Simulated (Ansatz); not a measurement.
Geometry optimisation, Ansatz, RKS PBE/def2-SVP.

Input:

```yaml
crystal:
  periodic: [false, false, false]
  atoms:
    - { symbol: Ge, position_ang: [0.552173, 0.414934, 0.427468] }
    - { symbol: F, position_ang: [-0.652798, 0.720431, 1.680709] }
    - { symbol: C, position_ang: [-0.661789, -0.595357, -0.692703] }
    - { symbol: H, position_ang: [-1.480717, -0.465053, 0.017747] }
    - { symbol: Cl, position_ang: [1.258661, 2.322595, -0.297508] }
    - { symbol: Cl, position_ang: [2.203555, -0.637022, 1.33886] }
    - { symbol: H, position_ang: [-0.857717, -0.108916, -1.664644] }
    - { symbol: H, position_ang: [-0.361367, -1.651611, -0.81003] }
basis:
  gaussian: { orbitals: def2-SVP }
hamiltonian:
  xc: pbe
relax:
  f_tol: 0.03
  max_steps: 50
output:
  orbitals: {}
```

Launched with:

```bash
$ ansatz run input.yaml --threads 2 --pin off --max-ram 3072MiB --backend cpu --events-out ev --progress --plain --runs-dir out
```

Q: Where does it end, and by what steps?

A: The forces met the threshold. After 6 steps the energy has fallen by 0.234 eV; F2 moved furthest, 0.39 Å.

```
step  energy less start (eV)  largest force component (eV/Å)  accepted
   0                  0.0000                           0.794       yes
   1                 -0.1550                           0.603       yes
   2                 -0.2095                           0.539       yes
   3                 -0.2306                           0.236       yes
   4                 -0.2297                           0.192        no
   5                 -0.2342                           0.031       yes
   6                 -0.2343                           0.011       yes
```

```xyz
8
Properties=species:S:1:pos:R:3
Ge 0.461 0.436 0.522
F -0.450 0.928 1.934
C -0.679 -0.591 -0.675
H -1.684 -0.663 -0.218
Cl 1.198 2.260 -0.373
Cl 2.144 -0.697 1.265
H -0.741 -0.072 -1.649
H -0.248 -1.601 -0.806
```

Whether the end is a true minimum wasn't checked by a vibrational analysis.

The run took 11 s on 2 threads of Intel(R) Xeon(R) Platinum 8488C (Sapphire Rapids), on a shared host, peak memory 0.18 GiB.
